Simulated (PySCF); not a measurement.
**Fractional electron number in K (potassium, neutral)**

The 4s alpha orbital of [Ar] 4s1 is emptied in steps (occupation f), with all orbitals relaxed, ending at [Ar]. Computed with PySCF 2.14 in jorge-DZP-DKH (8s6p1d, 31 functions), with the spin-free X2C one-electron Hamiltonian (Gaussian nucleus). The exact energy is a straight line in f; departures are measured from the line between the end points of the same method.

```
   f  UHF (eV)  LDA (eV)  PBE (eV)  PBE0 (eV)  r2SCAN (eV)  LC-wPBE (eV)  BHandHLYP (eV)  wB97X (eV)  r2SCAN0 (eV)  TPSS (eV)
   1     0.000     0.000     0.000      0.000        0.000         0.000           0.000       0.000         0.000      0.000
0.75     0.002    -0.356    -0.363     -0.263       -0.306         0.014          -0.191       0.008        -0.229     -0.343
 0.5     0.002    -0.465    -0.487     -0.351       -0.388         0.018          -0.255       0.015        -0.290     -0.462
0.25     0.002    -0.332    -0.365     -0.262       -0.262         0.012          -0.190       0.013        -0.195     -0.358
   0     0.000     0.000     0.000      0.000        0.000         0.000           0.000       0.000         0.000      0.000
```

Problem. For PBE, how does the orbital energy at f = 1 compare with the removal energy?

Solution. −ε = 2.529 eV against a total-energy difference of 4.452 eV. By Janak's theorem ε = ∂E/∂f, so the gap between them reflects the curvature. Along the path −ε is 3.475 (f = 0.75), 4.445 (f = 0.5), 5.437 (f = 0.25) eV.

```csv
method,E(f=0) − E(f=1) (eV),−ε at f=1 (eV),−ε at f=0.5 (eV)
UHF,3.992,4.002,3.992
LDA,4.531,2.622,4.588
PBE,4.452,2.529,4.445
PBE0,4.380,2.979,4.382
r2SCAN,4.250,2.574,4.369
LC-wPBE,4.224,4.299,4.217
BHandHLYP,4.334,3.315,4.338
wB97X,4.037,4.064,4.054
r2SCAN0,4.269,3.008,4.366
TPSS,4.255,2.439,4.222
```

As f goes to zero the orbital energy of a semilocal functional can turn back, because the density of that orbital vanishes from the exchange-correlation potential.

Reference removal energy between the ground levels: 4.341 eV (measured; NIST Atomic Spectra Database, ionization energies). UHF lacks correlation.
